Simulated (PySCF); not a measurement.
Se(F)(NMe2) (C2H6FNSe), SMILES CN(C)[Se]F.

The structure is a stationary point at ωB97X-D3(BJ)/def2-SVP. The structure was generated by enumeration, and PubChem lists no compound with its InChIKey, so it may never have been made. One conformer was computed; it need not be the lowest.

Calculation: PySCF 2.14.0 with TDA-PBE0/def2-SVPD.

Vertical excitations. Gas-phase values at a fixed geometry. State labels are in the subgroup Cs.

```tsv
state	symmetry	energy (eV)	λ (nm)	f	main pairs
S1	A"	3.72	333	0.000	HOMO→LUMO 99 %
S2	A"	5.42	229	0.001	HOMO→LUMO+1 98 %
S3	A'	5.66	219	0.099	HOMO−1→LUMO 91 %
S4	A"	6.02	206	0.071	HOMO→LUMO+2 96 %
S5	A'	6.41	193	0.017	HOMO−1→LUMO+1 91 %
S6	A"	6.89	180	0.034	HOMO→LUMO+4 96 %
S7	A'	6.94	179	0.014	HOMO→LUMO+3 87 %
S8	A'	6.97	178	0.005	HOMO−1→LUMO+2 90 %
S9	A"	7.30	170	0.000	HOMO→LUMO+5 98 %
S10	A'	7.32	169	0.029	HOMO−2→LUMO 88 %
T1	A"	2.86	434	0	HOMO→LUMO 98 %
T2	A'	4.39	282	0	HOMO−1→LUMO 97 %
T3	A"	4.43	280	0	HOMO→LUMO+1 94 %
T4	A'	5.74	216	0	HOMO−1→LUMO+1 91 %
```
Triplets are in the Tamm–Dancoff approximation.
